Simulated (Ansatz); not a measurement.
A structure relaxed at B3LYP-D4/def2-SVP in Ansatz, charge 0, singlet:

| atom | x (Å) | y (Å) | z (Å) |
| --- | --- | --- | --- |
| Sn1 | -0.586 | 0.153 | 1.852 |
| O2 | 0.874 | -1.360 | -0.223 |
| O3 | -0.129 | 0.830 | -1.419 |
| O4 | -0.252 | -1.533 | 0.692 |
| O5 | -1.068 | 1.152 | -0.361 |
| H6 | 0.845 | -2.212 | -0.687 |
| H7 | 1.045 | 0.847 | 1.573 |
| H8 | 0.285 | -0.001 | -1.059 |
| H9 | -1.015 | 2.122 | -0.368 |

(1) Give its formula.

(2) Summarise the bond lengths by kind (pairs closer than 1.2 times the sum of covalent radii, bridged metal pairs left out).

Answers

(1) SnO4H4.

(2) 2 × O–O 1.45 to 1.46 Å; 1 × O–Sn 2.07 Å; 3 × H–O 0.97 to 1.00 Å; 1 × H–Sn 1.80 Å.

In the def2 sets Sn takes a core potential; there is no spin–orbit coupling. The structure holds 2 bonds between oxygen atoms, so isomers without such links may lie far lower. Another isomer (singlet) lies 1.87 eV lower at PBE0-D4/def2-TZVP; other spin states weren't run for this one.
